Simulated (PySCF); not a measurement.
## Trend along the third period: MBe molecules

CCSD(T) with triple-zeta basis sets in PySCF, for the lowest determinant that a PBE0 search found; no spin–orbit coupling. De refers to high-spin ground-configuration atoms.

```json
{"M": "Na", "basis": "def2-TZVP", "reference, frozen orbitals": "ROHF, 1", "state (unpaired electrons)": "doublet (σ ↑)", "Re (Å)": "3.087", "ωe (cm⁻¹)": "143", "De (eV)": "0.10"}
{"M": "Al", "basis": "def2-TZVP", "reference, frozen orbitals": "UHF, 5", "state (unpaired electrons)": "doublet (π ↑)", "Re (Å)": "2.453", "ωe (cm⁻¹)": "367", "De (eV)": "0.45"}
{"M": "Si", "basis": "def2-TZVPP", "reference, frozen orbitals": "ROHF, 5", "state (unpaired electrons)": "triplet (π ↑↑)", "Re (Å)": "2.150", "ωe (cm⁻¹)": "553", "De (eV)": "1.18"}
{"M": "P", "basis": "pcseg-2", "reference, frozen orbitals": "UHF, 5", "state (unpaired electrons)": "quartet (σ ↑, π ↑↑)", "Re (Å)": "2.064", "ωe (cm⁻¹)": "623", "De (eV)": "0.94"}
{"M": "S", "basis": "x2c-TZVPPall", "reference, frozen orbitals": "RHF, 5", "state (unpaired electrons)": "singlet (closed shell)", "Re (Å)": "1.768", "ωe (cm⁻¹)": "959", "De (eV)": "2.82"}
{"M": "Cl", "basis": "def2-TZVPP", "reference, frozen orbitals": "UHF, 5", "state (unpaired electrons)": "doublet (σ ↑)", "Re (Å)": "1.824", "ωe (cm⁻¹)": "820", "De (eV)": "3.62"}
```

(1) By what factor does the harmonic wavenumber vary along the series?

The rows differ in basis set, which adds steps of its own.

The state changes along the series, so neighbouring rows are not always alike in their bonding.

Correlated steps freeze the inner cores (1 to 5 orbitals); shallow outer-core shells are correlated. UHF and ROHF references stand side by side, which adds small steps between rows. Weak bonds: BeAl, NaBe. Basis-set superposition, not corrected here, can be much of De in a small basis, most of all at correlated wavefunction levels. Where the molecule has an RHF reference, its open-shell atoms are computed with UHF. The CCSD T1 diagnostic is raised in BeS, a sign that a single reference may not be enough there. States were picked by a PBE0 search and need not be the measured ground states.

Answers

(1) At CCSD(T) it runs from 143 cm⁻¹ (NaBe) to 959 cm⁻¹ (BeS), a factor of 6.71.
